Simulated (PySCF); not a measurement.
A calculated (UHF, PySCF 2.14, def2-SVP, no relativity, point nucleus) atom or ion has these occupied shells.

```json
{"shell": "1s α", "electrons": "1", "orbital energy (eV)": "-54.249", "rms radius, mean of both spins (bohr)": "0.885"}
```

Name the element and its charge.

He⁺ (helium, charge +1), in 1s1, 2S determinant.
